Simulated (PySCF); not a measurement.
## `CB(C)F` (C2H6BF): bond dissociation enthalpies at several levels

Non-hydrogen atoms are numbered in `[CH3:1][B:2]([CH3:3])[F:4]`.

All levels share the PBE0-D3(BJ)/def2-SVP structures and the PBE0-D3(BJ)/def2-SVP thermal terms; only the single-point energies (PySCF) change. Values are bond dissociation enthalpies (298 K, kJ/mol).

At BLYP-D3(BJ)/def2-TZVP (grid 2):
```tsv
quantity	value
C1–H	393
C1–B2	417
B2–F4	702
```

Question: What does M06-2X/def2-TZVP give?

Answer: C1–H: 400 (change 7); C1–B2: 438 (change 21); B2–F4: 711 (change 9).

Known limits: in free energy C1–H and C1–B2 (by 9.2 kJ/mol) differ by less than the method's error (some 10 kJ/mol), so that order is undecided.

---

How the method moves the bond dissociation enthalpies of 1,1,1-trifluoropropane

Structure: `CCC(F)(F)F` (C3H5F3). Numbering: `[CH3:1][CH2:2][C:3]([F:4])([F:5])[F:6]`

All levels share the PBE0-D3(BJ)/def2-SVP structures and the GFN2-xTB thermal terms; only the single-point energies (PySCF) change. Values are bond dissociation enthalpies (298 K, kJ/mol).

```tsv
level	C1–C2	C2–H	C1–H	C2–C3	C3–F4
TPSS/def2-SVP (grid 1)	369	408	418	390	529
M06-2X/def2-TZVP	395	419	424	425	537
```

The widest spread is that of C2–C3: 35 kJ/mol, from 390 to 425.

Caveats: the order of C2–H and C1–H, of C1–H and C2–C3 is undecided: the gaps lie inside the method's error (some 10 kJ/mol, one structure a species).

---

## methylsulfanylsilane: bond dissociation enthalpies at several levels

Structure: `CS[SiH3]` (CH6SSi). Non-hydrogen atoms are numbered in `[CH3:1][S:2][SiH3:3]`.

All levels share the PBE0-D3(BJ)/def2-SVP structures and the PBE0-D3(BJ)/def2-SVP thermal terms; only the single-point energies (PySCF) change. Values are bond dissociation enthalpies (298 K, kJ/mol).

At M06-L/def2-TZVP (grid 2):
| quantity | value |
| --- | --- |
| C1–S2 | 298 |
| S2–Si3 | 349 |
| Si3–H | 370 |
| C1–H | 386 |

What does M06-2X/def2-TZVP give?

C1–S2: 309 (change 11); S2–Si3: 343 (change -6); Si3–H: 363 (change -7); C1–H: 398 (change 12).
